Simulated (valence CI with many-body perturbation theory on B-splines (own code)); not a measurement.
Bi XLIII: E2, M1 decay

Calculated by configuration interaction combined with many-body perturbation theory (CI+MBPT): five valence electrons over a frozen Dirac-Fock core [Kr], a basis of 7 s, 7 p, 8 d, 6 f, 4 g, 1 h functions for each j, with the one-electron correlation potential Σ1 (screened to all orders), the two-electron term Σ2, the three-electron term Σ3, Breit, model QED; selected single and double excitations, second order for the rest, scaled by the run's own slope (own B-spline code, finite nucleus).

No measured spectrum was set against this ion. As an estimate, large intervals hold to a few tenths of a per cent, small ones and those within an open d or f shell to about a per cent. The list stops below the first excitations out of the core.

Lines 1 to 50 of 120 in falling wavelength, among levels below 153.97 eV, chosen from the decays that carry over 1 % of a level's rate. Wavelengths and rates use the calculated energies. Electric multipoles are in the length gauge, E1 and E2 with the static RPA response of the core. Weak lines are less certain than strong ones. Lines between different terms over intervals too small for the method are left out, as are lines whose strength nearly cancels. The highest levels of a list are the least certain. Branching is blank where the lifetime is uncertain.

Levels are named by their leading jj configuration (3d3/2^4 stands for four electrons in 3d with j = 3/2), which in mixed levels can hold well under half, so a name can repeat and another be missing. Letters in brackets count levels of one name in rising energy.

| λ vac (Å) | Upper | Lower | Type | A (s⁻¹) | Branch % |
| --- | --- | --- | --- | --- | --- |
| 10860 | (4d3/2^3 4d5/2^2) J=11/2 | (4d3/2^3 4d5/2^2) J=7/2 [a] | E2 | 3.08e-07 |  |
| 6055 | (4d3/2^3 4d5/2^2) J=9/2 | (4d3/2^3 4d5/2^2) J=11/2 | M1 | 3.57e+01 | 12.3 |
| 3887 | (4d3/2^3 4d5/2^2) J=9/2 | (4d3/2^3 4d5/2^2) J=7/2 [a] | M1 | 1.57e+02 | 54.4 |
| 3090 | (4d3/2^3 4d5/2^2) J=5/2 [b] | (4d3/2^3 4d5/2^2) J=3/2 [a] | M1 | 2.43e+02 | 2.5 |
| 2257 | (4d3/2^3 4d5/2^2) J=1/2 | (4d3/2^3 4d5/2^2) J=3/2 [a] | M1 | 1.84e+03 | 85.2 |
| 1862 | (4d3/2^3 4d5/2^2) J=7/2 [b] | (4d3/2^3 4d5/2^2) J=7/2 [a] | M1 | 2.95e+02 | 3.4 |
| 1456 | (4d3/2^2 4d5/2^3) J=9/2 [c] | (4d3/2^2 4d5/2^3) J=9/2 [b] | M1 | 1.95e+03 | 1.4 |
| 1297 | (4d3/2^3 4d5/2^2) J=3/2 [b] | (4d3/2^3 4d5/2^2) J=5/2 [b] | M1 | 8.42e+02 | 2.3 |
| 1232 | (4d3/2^3 4d5/2^2) J=5/2 [b] | (4d3/2^3 4d5/2^2) J=5/2 [a] | M1 | 3.90e+03 | 40.4 |
| 1200 | (4d3/2^2 4d5/2^3) J=3/2 [c] | (4d3/2^2 4d5/2^3) J=1/2 [b] | M1 | 1.48e+03 | 1.0 |
| 938.6 | (4d3/2^2 4d5/2^3) J=3/2 [c] | (4d3/2^2 4d5/2^3) J=5/2 [c] | M1 | 4.21e+03 | 2.9 |
| 913.6 | (4d3/2^3 4d5/2^2) J=3/2 [b] | (4d3/2^3 4d5/2^2) J=3/2 [a] | M1 | 2.47e+03 | 6.8 |
| 645.1 | (4d3/2^2 4d5/2^3) J=1/2 [a] | (4d3/2^3 4d5/2^2) J=3/2 [b] | M1 | 2.67e+04 | 5.3 |
| 639.4 | (4d3/2^2 4d5/2^3) J=5/2 [d] | (4d3/2^2 4d5/2^3) J=5/2 [b] | M1 | 8.05e+03 | 3.1 |
| 631.7 | (4d3/2^3 4d5/2^2) J=3/2 [b] | (4d3/2^3 4d5/2^2) J=5/2 [a] | M1 | 1.95e+03 | 5.3 |
| 613.2 | (4d3/2^2 4d5/2^3) J=3/2 [a] | (4d3/2^3 4d5/2^2) J=3/2 [b] | M1 | 1.21e+04 | 1.7 |
| 601.2 | (4d3/2^2 4d5/2^3) J=5/2 [b] | (4d3/2^3 4d5/2^2) J=3/2 [b] | M1 | 1.62e+04 | 4.2 |
| 521.9 | (4d3/2^2 4d5/2^3) J=5/2 [d] | (4d3/2^2 4d5/2^3) J=7/2 [a] | M1 | 1.03e+04 | 3.9 |
| 497.4 | (4d3/2^2 4d5/2^3) J=5/2 [c] | (4d3/2^3 4d5/2^2) J=3/2 [b] | M1 | 8.69e+04 | 17.9 |
| 491.1 | (4d3/2^2 4d5/2^3) J=9/2 [a] | (4d3/2^3 4d5/2^2) J=7/2 [b] | M1 | 3.39e+04 | 12.5 |
| 480.2 | (4d3/2^2 4d5/2^3) J=7/2 [a] | (4d3/2^3 4d5/2^2) J=5/2 [b] | M1 | 6.22e+04 | 15.5 |
| 479.1 | (4d3/2^2 4d5/2^3) J=5/2 [a] | (4d3/2^3 4d5/2^2) J=3/2 [a] | M1 | 1.41e+04 | 1.9 |
| 468.0 | (4d3/2 4d5/2^4) J=3/2 [a] | (4d3/2^2 4d5/2^3) J=1/2 [b] | M1 | 1.23e+04 | 1.3 |
| 466.7 | (4d3/2^2 4d5/2^3) J=5/2 [a] | (4d3/2^3 4d5/2^2) J=7/2 [a] | M1 | 4.77e+04 | 6.6 |
| 459.3 | (4d3/2^3 4d5/2^2) J=5/2 [a] | (4d3/2^4 4d5/2) J=5/2 | M1 | 3.41e+05 | 100.0 |
| 454.2 | (4d3/2^2 4d5/2^3) J=1/2 [a] | (4d3/2^3 4d5/2^2) J=1/2 | M1 | 1.44e+05 | 28.6 |
| 453.6 | (4d3/2^2 4d5/2^3) J=7/2 [a] | (4d3/2^3 4d5/2^2) J=9/2 | M1 | 9.07e+04 | 22.5 |
| 446.0 | (4d3/2^2 4d5/2^3) J=1/2 [b] | (4d3/2^3 4d5/2^2) J=3/2 [b] | M1 | 9.05e+03 | 2.5 |
| 442.0 | (4d3/2^2 4d5/2^3) J=11/2 | (4d3/2^3 4d5/2^2) J=9/2 | M1 | 3.93e+04 | 14.5 |
| 440.0 | (4d3/2 4d5/2^4) J=7/2 [a] | (4d3/2^2 4d5/2^3) J=5/2 [c] | M1 | 6.36e+04 | 8.3 |
| 439.3 | (4d3/2^2 4d5/2^3) J=5/2 [b] | (4d3/2^3 4d5/2^2) J=7/2 [b] | M1 | 4.09e+04 | 10.5 |
| 438.2 | (4d3/2^2 4d5/2^3) J=3/2 [a] | (4d3/2^3 4d5/2^2) J=1/2 | M1 | 3.27e+04 | 4.6 |
| 431.7 | (4d3/2^2 4d5/2^3) J=9/2 [a] | (4d3/2^3 4d5/2^2) J=9/2 | M1 | 3.18e+03 | 1.2 |
| 431.3 | (4d3/2 4d5/2^4) J=5/2 [a] | (4d3/2^2 4d5/2^3) J=3/2 [a] | M1 | 7.79e+04 | 7.0 |
| 429.4 | (4d3/2 4d5/2^4) J=9/2 | (4d3/2^2 4d5/2^3) J=7/2 [c] | M1 | 5.27e+04 | 9.7 |
| 422.2 | (4d3/2 4d5/2^4) J=3/2 [a] | (4d3/2^2 4d5/2^3) J=5/2 [c] | M1 | 7.20e+04 | 7.5 |
| 417.9 | (4d3/2 4d5/2^4) J=7/2 [a] | (4d3/2^2 4d5/2^3) J=9/2 [b] | M1 | 5.96e+04 | 7.8 |
| 416.4 | (4d3/2^2 4d5/2^3) J=3/2 [a] | (4d3/2^3 4d5/2^2) J=5/2 [b] | M1 | 1.21e+05 | 17.2 |
| 412.0 | (4d3/2^2 4d5/2^3) J=11/2 | (4d3/2^3 4d5/2^2) J=11/2 | M1 | 2.32e+05 | 85.5 |
| 410.8 | (4d3/2^2 4d5/2^3) J=5/2 [b] | (4d3/2^3 4d5/2^2) J=5/2 [b] | M1 | 1.42e+05 | 36.5 |
| 406.2 | (4d3/2^2 4d5/2^3) J=7/2 [a] | (4d3/2^3 4d5/2^2) J=7/2 [a] | M1 | 1.46e+05 | 36.2 |
| 403.0 | (4d3/2^2 4d5/2^3) J=9/2 [a] | (4d3/2^3 4d5/2^2) J=11/2 | M1 | 9.07e+04 | 33.6 |
| 402.5 | (4d3/2 4d5/2^4) J=5/2 [b] | (4d3/2^2 4d5/2^3) J=7/2 [c] | M1 | 3.68e+04 | 6.0 |
| 401.2 | (4d3/2 4d5/2^4) J=11/2 | (4d3/2^2 4d5/2^3) J=9/2 [b] | M1 | 5.41e+04 | 8.9 |
| 399.5 | (4d3/2^2 4d5/2^3) J=9/2 [b] | (4d3/2^3 4d5/2^2) J=7/2 [b] | M1 | 4.19e+04 | 9.0 |
| 388.6 | (4d3/2^2 4d5/2^3) J=9/2 [a] | (4d3/2^3 4d5/2^2) J=7/2 [a] | M1 | 1.42e+05 | 52.6 |
| 388.6 | (4d3/2^2 4d5/2^3) J=7/2 [b] | (4d3/2^3 4d5/2^2) J=7/2 [b] | M1 | 4.74e+04 | 33.8 |
| 388.3 | (4d3/2^2 4d5/2^3) J=5/2 [a] | (4d3/2^3 4d5/2^2) J=5/2 [a] | M1 | 6.58e+05 | 91.2 |
| 383.1 | (4d3/2^3 4d5/2^2) J=7/2 [a] | (4d3/2^4 4d5/2) J=5/2 | M1 | 1.66e+05 | 99.5 |
| 381.7 | (4d3/2 4d5/2^4) J=7/2 [a] | (4d3/2^2 4d5/2^3) J=5/2 [b] | M1 | 1.24e+05 | 16.1 |
